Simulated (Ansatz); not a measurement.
System: C6H13S, charge 1, multiplicity 1. It need not be the lowest isomer of its formula. 
Geometry from a B3LYP-D3(BJ)/def2-TZVP (Ansatz, a program for electronic structure) optimisation:
SMILES: C1CCC[SH+]CC1
```xyz
20

C     -0.1609    -1.7605     0.0009
C      0.8723    -1.2344    -1.0108
C      1.7943    -0.1407    -0.4596
C      1.1701     1.2300    -0.2353
S     -0.2478     1.1641     0.9362
C     -1.5714     0.4230    -0.1004
C     -1.5467    -1.1023    -0.0207
H      0.2585    -1.6902     1.0106
H     -0.3160    -2.8268    -0.1635
H      0.3827    -0.8956    -1.9289
H      1.5144    -2.0626    -1.3101
H      2.6136     0.0345    -1.1615
H      2.2563    -0.4863     0.4680
H      1.8736     1.9200     0.2315
H      0.7847     1.6716    -1.1538
H     -2.5037     0.8383     0.2810
H     -1.4030     0.8011    -1.1071
H     -2.1090    -1.4493    -0.8909
H     -2.1052    -1.4251     0.8583
H     -0.6276     2.4552     0.8429
```
Charge +1, spin multiplicity 1.

Total electronic energies in hartree. Correlated levels leave the core frozen unless marked. Spin-orbit coupling is left out. No relativistic terms. Basis-set limits of correlation are two-point, X^-3; Hartree-Fock from the larger set. [CCSD(T)-MP2]/basis is that difference in the basis named.

```json
[
 {"level": "RI-HF/cc-pV(T+d)Z", "program": "Ansatz", "energy (Eh)": "-632.16541"},
 {"level": "PBE-D4/def2-TZVPD", "program": "Ansatz + dftd4", "energy (Eh)": "-634.00458"},
 {"level": "r2SCAN-D4/def2-TZVPD", "program": "Ansatz + dftd4", "energy (Eh)": "-634.32314"},
 {"level": "B97M-V/def2-TZVPD", "program": "Ansatz", "energy (Eh)": "-634.39818"},
 {"level": "B3LYP-D4/def2-TZVPD", "program": "Ansatz + dftd4", "energy (Eh)": "-634.54550"},
 {"level": "PBE0-D3(BJ)/def2-TZVP", "program": "Ansatz + dftd3", "energy (Eh)": "-634.08308"},
 {"level": "PBE0-D3(BJ)/def2-TZVPD", "program": "Ansatz + dftd3", "energy (Eh)": "-634.08399"},
 {"level": "PBE0/def2-TZVPD", "program": "Ansatz", "energy (Eh)": "-634.06578"},
 {"level": "BHLYP/def2-TZVPD", "program": "Ansatz", "energy (Eh)": "-634.33568"},
 {"level": "MP2/6-31G", "program": "Ansatz", "energy (Eh)": "-632.48671"},
 {"level": "SCS-MP2/6-31G", "program": "Ansatz", "energy (Eh)": "-632.49445"},
 {"level": "SCS-MP2/cc-pVTZ", "program": "Ansatz", "energy (Eh)": "-633.37466"},
 {"level": "CCSD/cc-pV(D+d)Z", "program": "Ansatz", "energy (Eh)": "-633.16017"},
 {"level": "CCSD/cc-pVTZ", "program": "Ansatz", "energy (Eh)": "-633.44550"},
 {"level": "RI-MP2/CBS(cc-pV(T+d)Z,cc-pV(Q+d)Z)+[CCSD(T)-MP2]/cc-pV(T+d)Z", "program": "Ansatz", "energy (Eh)": "-633.6564"}
]
```

Totals of different functionals don't rank their quality; only differences between species are comparable.
